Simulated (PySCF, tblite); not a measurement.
Isomers of C10H9P. Level: GFN2-xTB in tblite, geometry and Hessian alike; calculated harmonic values, unscaled, isolated species. This tight-binding method is rough: wavenumbers can miss measured ones by several per cent, in bad cases by 10 to 20. One conformer each.

Electronic energies: PBE0/pcSseg-1 single points on the GFN2-xTB geometries (PySCF, gas phase).

```json
{"SMILES": "Cc1cpc2ccccc2c1", "electronic energy, lowest = 0 (kJ/mol)": "0.0"}
{"SMILES": "C#CP1Cc2ccccc2C1", "electronic energy, lowest = 0 (kJ/mol)": "171.7"}
{"SMILES": "Cc1cpcc2ccccc12", "electronic energy, lowest = 0 (kJ/mol)": "6.3"}
{"SMILES": "Cc1ccpc2ccccc12", "electronic energy, lowest = 0 (kJ/mol)": "4.7"}
{"SMILES": "Cc1pccc2ccccc12", "electronic energy, lowest = 0 (kJ/mol)": "8.7"}
{"SMILES": "C#CP1CCc2ccccc21", "electronic energy, lowest = 0 (kJ/mol)": "176.0"}
```

**Question.** How do GFN2-xTB zero-point energies change the relative energies?

**Answer.** 
```csv
SMILES,ZPE (kJ/mol),of it from modes above 1550 cm⁻¹,electronic (kJ/mol),"with ZPE, lowest = 0 (kJ/mol)",lowest mode (cm⁻¹),rings
Cc1cpc2ccccc2c1,405.3,183.0,0.0,0.0,65,2
Cc1ccpc2ccccc12,406.5,183.1,4.7,5.8,91,2
Cc1cpcc2ccccc12,406.5,183.2,6.3,7.5,85,2
Cc1pccc2ccccc12,406.2,183.0,8.7,9.6,95,2
C#CP1Cc2ccccc2C1,397.5,196.5,171.7,163.9,47,2
C#CP1CCc2ccccc21,399.5,196.7,176.0,170.3,67,2
```

The zero-point energies span 9.0 kJ/mol, from `C#CP1Cc2ccccc2C1` to `Cc1cpcc2ccccc12`. The order is unchanged.

**Question.** And how do the electronic energies of GFN2-xTB itself compare?

**Answer.** `Cc1cpc2ccccc2c1` 0.0; `Cc1ccpc2ccccc12` 7.3; `Cc1cpcc2ccccc12` 7.3; `Cc1pccc2ccccc12` 13.6; `C#CP1Cc2ccccc2C1` 140.9; `C#CP1CCc2ccccc21` 147.9 kJ/mol, lowest = 0. Against the energies above, taken from the same isomer `Cc1cpc2ccccc2c1`, the largest difference is 30.8 kJ/mol.

**Question.** What do entropy and thermal enthalpy add at 298.15 K and 1 bar (rigid rotor, harmonic oscillator, one conformer each)?

**Answer.** 
```csv
SMILES,point group,symmetry number,S (J/(mol K)),H − H(0) (kJ/mol),ZPE + H − H(0) − TS (kJ/mol)
Cc1ccpc2ccccc12,Cs,1,394.0,26.98,316.0
Cc1cpcc2ccccc12,Cs,1,393.3,26.85,316.1
Cc1pccc2ccccc12,Cs,1,392.8,26.88,315.9
C#CP1Cc2ccccc2C1,Cs,1,411.7,28.95,303.7
C#CP1CCc2ccccc21,C1,1,411.8,29.07,305.8
```

Not tabulated: `Cc1cpc2ccccc2c1` (point group not settled).
